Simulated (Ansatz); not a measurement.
Wavefunction ladder for C₅H₄F₆O₂Ti (`CC1=CC(C(F)(F)F)=[O+][Ti-]([F])([F])([F])[O]1`)

Cartesian coordinates in Å:
```
C -2.529 -0.046 1.129
C -1.115 -0.099 0.665
C -0.757 0.379 -0.618
C 0.549 0.330 -1.017
C 0.955 0.845 -2.401
F 1.830 1.839 -2.278
F 1.523 -0.131 -3.102
F -0.092 1.296 -3.091
O 1.540 -0.114 -0.348
Ti 1.757 -0.896 1.427
F 1.411 -2.584 1.727
F 3.469 -1.025 1.055
F 1.859 0.107 2.856
O -0.266 -0.572 1.455
H -3.211 0.285 0.348
H -2.591 0.639 1.979
H -2.824 -1.032 1.492
H -1.509 0.779 -1.278
```

Total charge 0; spin multiplicity 1. Correlated methods include outer-core shells of Ti, which these sets cover unevenly. Scalar relativity is left out up to krypton. All single points use the PBE0-D4/def2-TZVP geometry. Frozen core, restricted reference, Ansatz.

```
     basis      HF (Eh)  MP2 corr.
  def2-SVP  -1785.84653   -2.43226
def2-TZVPP  -1787.12915   -3.16195
def2-QZVPP  -1787.18540   -3.42986
```

**Question.** Estimate the CCSD correlation energy and the (T) correction in each basis where they were run (hartree).

**Answer.** 
```
     basis  CCSD corr.       (T)
  def2-SVP    -2.46250  -0.08199
def2-TZVPP    -3.17170  -0.13599
```
